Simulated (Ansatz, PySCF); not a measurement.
The pair A = NH3 (SMILES N) (first 4 atoms), B = HBr (SMILES Br); geometry from B3LYP-D3(BJ)/def2-TZVP.
(charge 0, multiplicity 1):
```xyz
6

N      0.2635    -0.0225     0.4461
H      1.1958     0.0311     0.0518
H     -0.1763    -0.8770     0.1234
H     -0.2766     0.7669     0.1102
Br     0.4058     0.0116     3.6068
H      0.3377    -0.0047     2.0949
```

Cores are frozen in the correlated methods. Filled d and f shells under p-block atoms count as core. CBS: X⁻³ extrapolation of the correlation energy, Hartree–Fock from the larger set. MP2 and its Hartree–Fock in aug-cc-pVQZ are density fitted.

The values were computed with Ansatz (Gaussian basis) for Hartree–Fock, density functionals and correlated methods; PySCF for the dispersion terms. Values without a source in brackets are computed.

The monomers are drawn apart, rigid, along the line of their centres of mass. Counterpoise-corrected interaction energies (kcal/mol):

```json
[
 {"level": "PBE/def2-TZVPPD", "R = 3.868 Å": "-7.1761", "R = 4.528 Å": "-3.3989"},
 {"level": "PBE-D3(BJ)/def2-TZVPPD", "R = 3.868 Å": "-7.7283", "R = 4.528 Å": "-3.6923"},
 {"level": "wB97M-V/def2-TZVPPD", "R = 3.868 Å": "-6.5333", "R = 4.528 Å": "-3.2840"},
 {"level": "MP2/CBS(aug-cc-pVTZ, aug-cc-pVQZ) + ΔCCSD(T)/aug-cc-pVTZ", "R = 3.868 Å": "-6.3868", "R = 4.528 Å": "-3.2563"}
]
```

Question: R is the distance of the centres of mass. Find the local exponent m of E ∝ R⁻ᵐ between the two points.

Answer: 
m = ln(E₁/E₂)/ln(R₂/R₁): PBE/def2-TZVPPD 4.7; PBE-D3(BJ)/def2-TZVPPD 4.7; wB97M-V/def2-TZVPPD 4.4; MP2/CBS(aug-cc-pVTZ, aug-cc-pVQZ) + ΔCCSD(T)/aug-cc-pVTZ 4.3. For scale, two fixed dipoles give m = 3, dipole and quadrupole 4, quadrupoles 5, and dispersion or dipole-induced dipole 6 at long range; at these distances several terms mix, and what is left of overlap and damping shifts m, so it need not match one of them.

Ansatz is an electronic-structure program.
